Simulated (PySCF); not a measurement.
# Electron correlation in As⁺ (arsenic, charge +1)

[Ar] 3d10 4s2 4p2, high-spin 3P determinant. Calculation: PySCF 2.14, in 6-31G* (5s4p3d, 32 functions); the non-relativistic Hamiltonian (point nucleus). Frozen: [Ar] 3d10; 4 electrons correlated.

MP2 pair energies summed by pair of shells (mhartree):

| pair | energy | share (%) |
| --- | --- | --- |
| 4s-4p | -25.35 | 60.3 |
| 4s-4s | -12.52 | 29.8 |
| 4p-4p | -4.18 | 9.9 |

Total MP2 correlation energy: -42.05 mhartree.

Same-spin part -6.63 and opposite-spin part -35.42 mhartree; SCS-MP2 scales them by 1/3 and 6/5 to -44.71 mhartree.

```csv
level,correlation energy (mhartree)
CCSD,-58.68
(T),-0.67
CCSD(T),-59.35
```

Diagnostics: T1 = 0.0066, D1 = 0.0183, largest double amplitude 0.098.

Cost of the coupled-cluster step: 0.15 s of wall time on 1 thread of Neoverse-V1 (shared host), for 4 correlated electrons.

Iterations:

```
CC2 = 0
CCSD nocc = (np.int64(3), np.int64(1)), nmo = (18, 18)
frozen orbitals [[0, 1, 2, 3, 4, 5, 6, 7, 8, 9, 10, 11, 12, 13], [0, 1, 2, 3, 4, 5, 6, 7, 8, 9, 10, 11, 12, 13]]
max_cycle = 100
direct = 0
conv_tol = 1e-08
conv_tol_normt = 1e-06
diis_space = 8
diis_start_cycle = 0
Init t2, MP2 energy = -0.0420497879541047
Init E_corr(UCCSD) = -0.0420497879564513
cycle = 1  E_corr(UCCSD) = -0.0535440272073023  dE = -0.0114942393  norm(t1,t2) = 0.0462825
cycle = 2  E_corr(UCCSD) = -0.0568689060158163  dE = -0.00332487881  norm(t1,t2) = 0.0168818
cycle = 3  E_corr(UCCSD) = -0.0586888628248116  dE = -0.00181995681  norm(t1,t2) = 0.00725967
cycle = 4  E_corr(UCCSD) = -0.0586734951368735  dE = 1.53676879e-05  norm(t1,t2) = 0.00116084
cycle = 5  E_corr(UCCSD) = -0.0586835313721879  dE = -1.00362353e-05  norm(t1,t2) = 0.000153715
cycle = 6  E_corr(UCCSD) = -0.0586802122015187  dE = 3.31917067e-06  norm(t1,t2) = 1.8159e-05
cycle = 7  E_corr(UCCSD) = -0.0586814397043846  dE = -1.22750287e-06  norm(t1,t2) = 3.56734e-06
cycle = 8  E_corr(UCCSD) = -0.0586811275977387  dE = 3.12106646e-07  norm(t1,t2) = 9.79064e-07
cycle = 9  E_corr(UCCSD) = -0.0586811571776879  dE = -2.95799492e-08  norm(t1,t2) = 1.30635e-07
cycle = 10  E_corr(UCCSD) = -0.0586811562679103  dE = 9.09777587e-10  norm(t1,t2) = 1.78261e-08
UCCSD converged
E(UCCSD) = -2233.613307992349  E_corr = -0.05868115626791029
UCCSD(T) correction = -0.000670303433690547
```
